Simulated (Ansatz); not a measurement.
Consider the formal exchange of groups at the Si–O bond: `O[Si](O)(O)O` + `Cc1ccc(N(C)C)cc1` → `CN(C)[Si](O)(O)O` + `Cc1ccc(O)cc1`.

Calculated with Ansatz (gas phase, PBE0-D4/def2-TZVP geometries, no zero-point term in ΔE). CCSD(T)/CBS is the MP2 limit (def2-TZVPP, def2-QZVPP) plus CCSD(T) − MP2 in def2-TZVPP, frozen cores. This one scheme is used for every species. DFT in def2-TZVPP. B3LYP here is the variant with VWN-RPA as its local correlation; programs differ in this. HSE06 is defined as in plane-wave codes. One conformer a species, not always the lowest.

Question: Is it downhill or uphill in electronic energy at CCSD(T)/CBS, and by how much? (Best estimate.)

Answer: The calculation gave: Uphill: ΔE = +19.1 kcal/mol.

Question: What do these levels give: PBE-D4, B97M-V, PBE0-D4, B3LYP-D4, ωB97M-V, PBE-QIDH, HSE06, MP2/def2-SVP, MP2/def2-TZVPP, MP2/def2-QZVPP, SCS-MP2/def2-QZVPP, CCSD/CBS(def2)? (An estimate is asked.)

Answer: Computed: PBE-D4 17.4, B97M-V 18.3, PBE0-D4 18.1, B3LYP-D4 18.1, ωB97M-V 17.7, PBE-QIDH 19.5, HSE06 17.8, MP2/def2-SVP 18.6, MP2/def2-TZVPP 21.1, MP2/def2-QZVPP 21.2, SCS-MP2/def2-QZVPP 19.9, CCSD/CBS(def2) 18.8 kcal/mol.

Largest T1 diagnostic among the species: 0.011.

In def2-TZVPP, CCSD(T) changes the Hartree–Fock value by +1.5 kcal/mol (the triples alone add +0.3 kcal/mol) and MP2 by +3.6 kcal/mol. At CCSD(T), def2-SVP lies −2.5 kcal/mol from the extrapolated value and def2-TZVPP −0.1 kcal/mol. From PBE to PBE0 (25 % exact exchange), in def2-TZVPP and without D4, ΔE moves by +0.7 kcal/mol.
